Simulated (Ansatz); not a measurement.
C3H6ClGa, SMILES `C=C[CH2][GaH][Cl]`, relaxed with RKS PBE0-D4/def2-TZVP in the Gaussian-basis code of Ansatz from a PBE-D4/def2-SVP geometry. The force threshold is 0.005 eV/Å; the program also tests the step.

Charge 0, multiplicity 1.

Start:

```xyz
11

C    -1.582    0.331   -0.487
C    -0.821   -0.561    0.192
C     0.569   -0.982   -0.169
Ga    1.501    0.592    0.609
Cl    2.015    2.112   -0.872
H    -1.235    0.787   -1.430
H    -2.577    0.625   -0.120
H    -1.222   -0.968    1.139
H     0.761   -0.990   -1.259
H     0.870   -1.942    0.287
H     1.721    0.995    2.110
```

```tsv
step	energy (eV)	largest force (eV/Å)	largest move (Å)
1	-68097.1094	0.605	0.000
2	-68097.1531	0.176	0.026
3	-68097.1555	0.112	0.013
4	-68097.1562	0.049	0.015
5	-68097.1564	0.014	0.006
6	-68097.1566	0.009	0.011
7	-68097.1568	0.012	0.036
8	-68097.1569	0.015	0.027
9	-68097.1570	0.019	0.019
10	-68097.1570	0.037	0.029
11	-68097.1571	0.011	0.008
12	-68097.1571	0.007	0.007
13	-68097.1572	0.004	0.003
```

End:

```xyz
11

C    -1.621    0.284   -0.501
C    -0.839   -0.539    0.197
C     0.554   -0.923   -0.164
Ga    1.533    0.600    0.615
Cl    2.138    2.092   -0.823
H    -1.301    0.707   -1.448
H    -2.611    0.547   -0.151
H    -1.211   -0.924    1.144
H     0.724   -0.926   -1.241
H     0.848   -1.881    0.264
H     1.786    0.964    2.109
```

Run time 72 s (4 threads of a server CPU on a shared host); peak host memory 0.68 GiB.
